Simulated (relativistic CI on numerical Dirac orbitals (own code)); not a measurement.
# Transition arrays of Mn VI

Calculated at this level of theory: Dirac-Coulomb-Breit CI, orbitals from a KLI potential per configuration, model QED (radiative potential, 1s self-energy scaled to tabulated hydrogen-like ionisation energies), valence Slater integrals scaled by 0.9, whole transition arrays (own radial code, finite nucleus).

Configurations in the expansion (outside the closed core [Ne] 3s2): 3p6.3d2, 3p6.3d.4f, 3p5.3d3, 3p6.3d.4p, 3p6.3d.5f. Levels of other configurations are missing.

All E1 lines from the levels of 3p6.3d2; mean and standard deviation are weighted by gf, and upper levels are sorted by their leading configuration.

| Upper configuration | Lines | Σgf | Mean (eV) | Mean (nm) | σ (eV) | Strongest line (nm) |
| --- | --- | --- | --- | --- | --- | --- |
| 3p6.3d.4f | 76 | 37.2 | 63.63 | 19.484 | 1.27 | 19.253 |
| 3p5.3d3 | 471 | 133.5 | 66.45 | 18.659 | 3.87 | 18.232 |
| 3p6.3d.4p | 60 | 8.5 | 38.88 | 31.886 | 1.17 | 32.674 |
| 3p6.3d.5f | 81 | 39.7 | 73.10 | 16.962 | 1.69 | 17.158 |

Σgf per state of the lower configuration in bins of 0.5 nm over the central range (centre: value): 16.75: 0.39, 17.25: 0.51, 17.75: 0.60, 18.25: 0.78, 18.75: 0.78, 19.25: 0.95, 19.75: 0.38, 20.25: 0.03, 20.75: 0.03, 21.25: 0.11, 21.75: 0.02, 22.75: 0.04, 24.75: 0.01, 30.75: 0.02, 31.25: 0.07.

(1) How do configuration mixing and the scaling of the Slater integrals move the arrays?

Results:

(1) Slater scale 0.9, no configuration mixing: 3p6.3d.4f 62.1 ± 1.4 eV (Σgf 27.1), 3p5.3d3 65.2 ± 4.4 eV (Σgf 164.9), 3p6.3d.4p 38.9 ± 1.2 eV (Σgf 7.5), 3p6.3d.5f 73.2 ± 1.5 eV (Σgf 13.9); Slater scale 1: 3p6.3d.4f 64.0 ± 1.4 eV (Σgf 30.4), 3p5.3d3 67.7 ± 4.2 eV (Σgf 132.3), 3p6.3d.4p 38.9 ± 1.3 eV (Σgf 8.5), 3p6.3d.5f 73.4 ± 1.2 eV (Σgf 51.7); Slater scale 0.8: 3p6.3d.4f 63.2 ± 1.1 eV (Σgf 50.2), 3p5.3d3 65.1 ± 3.7 eV (Σgf 124.2), 3p6.3d.4p 38.9 ± 1.0 eV (Σgf 8.4), 3p6.3d.5f 73.2 ± 1.5 eV (Σgf 31.9). With mixing, levels are counted to their leading configuration, so an array can shrink or vanish into another, and the sums then hold other lines.
